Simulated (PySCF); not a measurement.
C²⁺ (carbon, charge +2): UHF calculation

Configuration: [He] 2s1 3d1, high-spin 3D determinant (an excited configuration). Calculation: PySCF 2.14, in dyall-acv3z (15s9p4d2f, 76 functions); no relativity, point nucleus.

```
Total energy                                                  : -35.242898 hartree
One-electron energy                                           : -41.6759 hartree
Hartree (Coulomb) energy                                      : 10.5403 hartree
Exchange energy                                               : -4.1074 hartree
Kinetic energy                                                : 35.24578 hartree
⟨S²⟩                                                          : 2.0000
⟨L²⟩                                                          : 6.000
Sum of ⟨r⟩                                                    : 5.128 bohr
Sum of ⟨r²⟩                                                   : 14.62 bohr²
Traceless quadrupole moment −½Σ⟨3z² − r²⟩ along its main axis : 3.56 e·bohr²
Density at the nucleus (Gaussians lack the cusp)              : 126 bohr⁻³
Spin density at the nucleus                                   : 4.81 bohr⁻³
Langevin diamagnetic susceptibility                           : -11.6 ×10⁻⁶ cm³/mol
```

| shell | electrons | mean orbital energy (eV) | rms radius, mean of both spins (bohr) |
| --- | --- | --- | --- |
| 1s α | 1 | -358.49 | 0.310 |
| 1s β | 1 | -356.17 | 0.310 |
| 2s α | 1 | -55.223 | 1.40 |
| 3d α | 1 | -14.074 | 3.53 |

The outer electron is Rydberg-like, and this basis confines it to a smaller radius and binds it less than a complete one would.

Spin-orbit constants ζ (cm⁻¹) from the X2C one-electron operator on these orbitals (non-relativistic here): bare nucleus, nucleus screened by l(l+1)(2l+1)/3 electrons, and screened by the Breit-Pauli mean field of the electrons.

| shell | bare | screened nucleus | mean field |
| --- | --- | --- | --- |
| 3d | 2.981 | 1.490 | 1.408 |

To first order the Landé constant is A = 0.7042 cm⁻¹, so the lowest level has J = 1 and lies 0.000262 eV below the centre of the term. This holds in LS coupling only.
